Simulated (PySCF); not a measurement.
Correlation energy of B+ (boron, charge +1)

[He] 2s1 3d1, high-spin 3D determinant (an excited configuration). All numbers are calculated (PySCF 2.14, no relativity, point nucleus, in aug-cc-pwCVDZ). Frozen: 1s2; 2 electrons correlated.

With two correlated electrons CCSD is exact within the correlated space (frozen core and kept virtual orbitals).

```csv
level,correlation energy (mhartree)
CCSD,-5.09
```

Diagnostics: T1 = 0.0019, D1 = 0.0035, largest double amplitude 0.083.

The outer electron is Rydberg-like, and this basis confines it to a smaller radius and binds it less than a complete one would.

Cost of the coupled-cluster step: of the order of 0.16 core-seconds, for 2 correlated electrons.
